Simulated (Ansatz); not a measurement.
NbSe₂. Charge 0, multiplicity 2. Geometry relaxed at r2SCAN-D4/def2-TZVP.

```xyz
3

Nb    1.278   -0.397    0.529
Se   -0.116    0.592   -1.235
Se   -1.162   -0.195    0.705
```

In the def2 sets Nb takes a core potential; there is no spin–orbit coupling. The charge 0 doublet is spin-contaminated (final ⟨S²⟩ up to 1.72, 0.75 for a pure state). At PBE0-D4/def2-TZVP a quartet of charge 0 lies 0.52 eV below the doublet, each at its own geometry. The structure comes from a short search, and lower isomers may exist.

Problem. Estimate the harmonic wavenumbers at UKS r2SCAN-D4/def2-TZVP (Ansatz, unscaled). Is this a minimum?

Solution. 163, 256, 336 cm⁻¹. Yes, no mode is imaginary beyond noise. Zero-point energy 4.5 kJ/mol. Run time 2.6 min (2 threads of Arm Neoverse V2 on a shared host).
